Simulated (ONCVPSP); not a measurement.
**Logarithmic derivatives: tin, ONCV**

```
Element                 : Sn
Generator               : ONCVPSP 4.0.1
Type                    : optimised norm-conserving Vanderbilt (ONCV)
Functional              : PBE
Relativity              : fully relativistic
Frozen core             : [Kr] 4d10
Valence charge          : 4
Reference configuration : 5s2 5p2
Partial waves           : 5s: rc 2.05 bohr, ncon 5, nbas 8, qcut 2.9 1/bohr, 2 projectors, debl 3.1 Ha; 5p: rc 2.15 bohr, ncon 4, nbas 8, qcut 3.1 1/bohr, 1 projector
Local potential         : polynomial inside 1.30 bohr (lpopt 4, dvloc0 0 Ha)
Core correction         : none
```

Open shells are filled in proportion to 2j + 1.

The phase is arctan(r·R′/R) of the radial function R(r), unwrapped; energies in Ha, scanned from -2 to 5 Ha. A pole is an energy at which the radial function vanishes at the test radius. The pseudo phase is shifted by a multiple of π to meet the all-electron one at the reference energy, and phase errors are pseudo minus all-electron; the curves can meet again beyond the range given. Levels narrower than the energy grid can be missing from the lists of poles.

| channel | radius (bohr) | reference energy (Ha) | poles, all-electron | poles, pseudo | unbroken range about the reference energy with phases within 0.05 rad | phase error 1 Ha above the reference energy (rad) |
| --- | --- | --- | --- | --- | --- | --- |
| s | 2.08 | -0.39 | 1.50 | 1.24, 1.54 | below 1.2 | -0.003 |
| p3/2 | 2.18 | -0.13 | 2.04 | 0.40, 2.42 | below 0.2 | -3.054 |
| p1/2 | 2.18 | -0.15 | 1.87 | 0.56, 2.35 | below 0.3 | -2.977 |

Note: no bound ghost flagged; GHOST(+) flagged for p1/2 at 16.9 eV, s at 35.3 eV.

Phases in the p3/2 channel:

```csv
E (Ha),all-electron,pseudo
-1.98,1.237,1.214
-1.62,1.174,1.150
-1.26,1.075,1.049
-0.90,0.897,0.868
-0.54,0.514,0.489
-0.18,-0.252,-0.253
0.18,-0.911,-0.957
0.54,-1.213,-4.076
0.90,-1.363,-4.422
1.26,-1.453,-4.537
1.62,-1.515,-4.609
1.98,-1.564,-4.661
2.34,-1.607,-4.704
2.70,-1.649,-4.742
3.06,-1.696,-4.782
3.42,-1.757,-4.827
3.78,-1.846,-4.888
4.14,-2.014,-4.984
4.50,-2.440,-5.190
4.86,-3.490,-5.861
```
